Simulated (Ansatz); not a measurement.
Start from `CS[SiH](O)F` and change one atom or group to get `O[SiH](F)[SiH2]Cl`.

Ansatz, PBE0-D4/def2-TZVP geometries, multiplicity 1. Each molecule was computed in one conformer, which needn't be the lowest.

```
                                          property  `CS[SiH](O)F`
                HOMO energy (PBE0/def2-TZVPP) / eV          -7.29
               HOMO–LUMO gap (PBE/def2-TZVPP) / eV           5.08
  size of the dipole moment (B3LYP/def2-TZVPP) / D           1.29
                LUMO energy (PBE0/def2-TZVPP) / eV          -0.05
size of the dipole moment (ωB97M-V/def2-TZVPP) / D           1.28
    size of the dipole moment (PBE/def2-TZVPP) / D           1.25
```

Question: What does the change do to each property? (An estimate is asked.)

Answer: Computed: 
```
                                          property  `O[SiH](F)[SiH2]Cl`  shift
                HOMO energy (PBE0/def2-TZVPP) / eV                -8.22  -0.93
               HOMO–LUMO gap (PBE/def2-TZVPP) / eV                 5.08   0.00
  size of the dipole moment (B3LYP/def2-TZVPP) / D                 1.29   0.00
                LUMO energy (PBE0/def2-TZVPP) / eV                -1.05  -1.00
size of the dipole moment (ωB97M-V/def2-TZVPP) / D                 1.26  -0.02
    size of the dipole moment (PBE/def2-TZVPP) / D                 1.13  -0.12
```

With PBE0 the HOMO falls by 0.93 eV and the LUMO falls by 1.00 eV, so the gap narrows by about 0.07 eV. PBE moves the HOMO by -0.91 eV and ωB97M-V by -0.78 eV. Dipoles are sizes alone; their direction can turn.

B3LYP here is the variant with VWN-RPA as its local correlation; programs differ in this.
